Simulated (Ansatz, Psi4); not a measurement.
**CuF (fluorocopper): from total energies to a heat of formation**

CuF has 2 atoms, charge 0, and is taken as a singlet. SMILES: `[F][Cu]`. Geometry: relaxed at PBE0-D4/def2-TZVP.

| atom | x (Å) | y (Å) | z (Å) |
| --- | --- | --- | --- |
| F | 0.7510 | -0.2689 | 0.3771 |
| Cu | -0.7510 | 0.2689 | -0.3771 |

Total energies at wB97X/def2-TZVPP (Psi4 1.11); the atoms run unrestricted:

| species | state | energy (Eh) |
| --- | --- | --- |
| CuF | singlet | -1740.425116 |
| F | doublet | -99.747177 |
| Cu | doublet | -1640.518493 |

Harmonic wavenumbers at PBE0-D4/def2-TZVP, in cm⁻¹: 593.

Measured heats of formation of the gaseous atoms at 298.15 K, in kJ/mol: F 79.4, Cu 337.6. Spin-orbit lowering of the atoms at 298 K (mean of the ground term's levels less their thermal mean, from spectra), in kJ/mol: F 1.29. Take 1 Eh = 2625.50 kJ/mol, 1 cm⁻¹ = 0.0119627 kJ/mol, RT = 2.479 kJ/mol.

Question: What heat of formation follows?

Answer: 
1. Electronic atomisation energy: (-99.747177) + (-1640.518493) − (-1740.425116) = 0.159446 Eh = 418.6 kJ/mol.
2. Zero-point energy: half the sum of the wavenumbers, 296.5 cm⁻¹ = 3.5 kJ/mol.
3. Thermal vibrational enthalpy, Σ hcν̃/(exp(hcν̃/kT) − 1): 0.4 kJ/mol. Translation, rotation and pV of a linear molecule: 3.5 RT = 8.7 kJ/mol.
4. The 2 free atoms carry 5/2 RT each: 12.4 kJ/mol.
5. Spin-orbit coupling lowers the free atoms by 1.29 = 1.3 kJ/mol.
6. Atomisation enthalpy at 298 K: 418.6 − 1.3 − 3.5 − 0.4 − 8.7 + 12.4 = 417.1 kJ/mol.
7. Sum of the atoms' heats of formation: 417.0 kJ/mol. Heat of formation: 417.0 − 417.1 = -0.1 kJ/mol.

The tabulated value is -12.6 kJ/mol (NIST-JANAF tables), so this level is off by +12.5 kJ/mol, or 2.9 % of the atomisation enthalpy that the table implies (429.5 kJ/mol). Relativity is left out. Anharmonicity and any spin-orbit splitting of the molecule are left out.
